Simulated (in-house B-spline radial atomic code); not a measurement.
Configurations of Zn6+, with energies counted from [Ar] (3d3/2)4 (3d5/2)2. Computed with a B-spline radial code for spherical atoms: Dirac-Hartree-Fock, average of each configuration as written, Fermi nucleus of rms radius 3.9283 fm. Energies include first-order Breit, QED and recoil terms.

Occupations are held fixed; configurations that lie above the ionisation limit could autoionise.

```json
{"configuration": "[Ar] (3d3/2)3 (3d5/2)3", "E - E(ref) (eV)": "1.1183", "highest orbital": "3d5/2", "its <r> (bohr)": "0.7011"}
{"configuration": "[Ar] (3d3/2)1 (3d5/2)5", "E - E(ref) (eV)": "1.5214", "highest orbital": "3d3/2", "its <r> (bohr)": "0.6987"}
{"configuration": "[Ar] (3d3/2)3 (3d5/2)2 4s1", "E - E(ref) (eV)": "48.562", "highest orbital": "4s1/2", "its <r> (bohr)": "1.625"}
{"configuration": "[Ar] (3d5/2)5 5s1", "E - E(ref) (eV)": "91.813", "highest orbital": "5s1/2", "its <r> (bohr)": "3.035"}
{"configuration": "[Ar] (3d3/2)3 (3d5/2)2 (7g7/2)1", "E - E(ref) (eV)": "125.36", "highest orbital": "7g7/2", "its <r> (bohr)": "9.055"}
{"configuration": "[Ne] 3s2 (3p1/2)2 (3p3/2)3 (3d3/2)2 (3d5/2)4 (4f5/2)1", "E - E(ref) (eV)": "178.63", "highest orbital": "4f5/2", "its <r> (bohr)": "2.444"}
{"configuration": "[Ne] 3s2 (3p1/2)2 (3p3/2)3 (3d3/2)2 (3d5/2)4 (5g9/2)1", "E - E(ref) (eV)": "194.59", "highest orbital": "5g9/2", "its <r> (bohr)": "3.921"}
{"configuration": "[Ne] 3s2 (3p1/2)2 (3p3/2)3 (3d5/2)6 (7g7/2)1", "E - E(ref) (eV)": "209.45", "highest orbital": "7g7/2", "its <r> (bohr)": "9.057"}
{"configuration": "[Ne] 3s2 (3p1/2)1 (3p3/2)4 (3d3/2)4 (3d5/2)2 (7d3/2)1", "E - E(ref) (eV)": "210.46", "highest orbital": "7d3/2", "its <r> (bohr)": "8.417"}
```

Q: Order these further configurations by energy, lowest first.
A. [Ar] (3d3/2)2 (3d5/2)3 (6f7/2)1
B. [Ne] 3s2 (3p1/2)1 (3p3/2)4 (3d3/2)1 (3d5/2)5 (6f5/2)1
C. [Ne] 3s2 (3p1/2)1 (3p3/2)4 (3d5/2)6 (7p3/2)1
D. [Ne] 3s2 (3p1/2)1 (3p3/2)4 (3d5/2)6 5s1
E. [Ar] (3d3/2)2 (3d5/2)3 7s1

A: E (119.65 eV), A (120.79 eV), D (169.41 eV), C (198.39 eV), B (201.44 eV).

Q: How far above the reference does [Ar] (3d3/2)4 (3d5/2)1 (4p1/2)1 lie?

A: 59.481 eV; its least bound orbital is 4p1/2 with <r> = 1.752 bohr.

Q: How far above the reference does [Ar] (3d3/2)2 (3d5/2)4 lie?

A: 1.6255 eV; its least bound orbital is 3d5/2 with <r> = 0.7006 bohr.

Q: How far above the reference does [Ar] (3d3/2)2 (3d5/2)3 (6p1/2)1 lie?

A: 112.8 eV; its least bound orbital is 6p1/2 with <r> = 5.192 bohr.
